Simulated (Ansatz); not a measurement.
`NC#C[TeH]` and `NC#C[SiH2][SiH3]` differ in one atom or group.

Ansatz, PBE0-D4/def2-TZVP geometries, multiplicity 1. Each molecule was computed in one conformer, which needn't be the lowest.

Elements past krypton have def2 core potentials.

| property | `NC#C[TeH]` |
| --- | --- |
| zero-point energy (PBE0-D4/def2-TZVP) / kJ/mol | 111.6 |
| HOMO energy (PBE/def2-TZVPP) / eV | -4.99 |
| HOMO energy (PBE0/def2-TZVPP) / eV | -6.01 |
| ideal-gas entropy at 298 K and 1 bar (rigid rotor, harmonic PBE0-D4/def2-TZVP) / J/(mol·K) | 324 |
| HOMO–LUMO gap (PBE0/def2-TZVPP) / eV | 5.60 |
| size of the dipole moment (ωB97M-V/def2-TZVPP) / D | 2.20 |

(1) What does the change do to each property? (An estimate is asked.)

## Answers

(1) The calculation gave: 
| property | `NC#C[SiH2][SiH3]` | shift |
| --- | --- | --- |
| zero-point energy (PBE0-D4/def2-TZVP) / kJ/mol | 204.9 | 93.3 |
| HOMO energy (PBE/def2-TZVPP) / eV | -5.47 | -0.48 |
| HOMO energy (PBE0/def2-TZVPP) / eV | -6.66 | -0.65 |
| ideal-gas entropy at 298 K and 1 bar (rigid rotor, harmonic PBE0-D4/def2-TZVP) / J/(mol·K) | 384 | 60 |
| HOMO–LUMO gap (PBE0/def2-TZVPP) / eV | 6.63 | 1.03 |
| size of the dipole moment (ωB97M-V/def2-TZVPP) / D | 2.99 | 0.79 |

With PBE0 the HOMO falls by 0.65 eV and the LUMO rises by 0.38 eV, so the gap widens by about 1.03 eV. PBE moves the HOMO by -0.48 eV and ωB97M-V by -0.78 eV. The zero-point energy changes by 93.3 kJ/mol with +15 modes. Dipoles are sizes alone; their direction can turn.

Spin–orbit coupling is left out; it splits and shifts lone-pair levels of the heavy atoms by tenths of an eV.
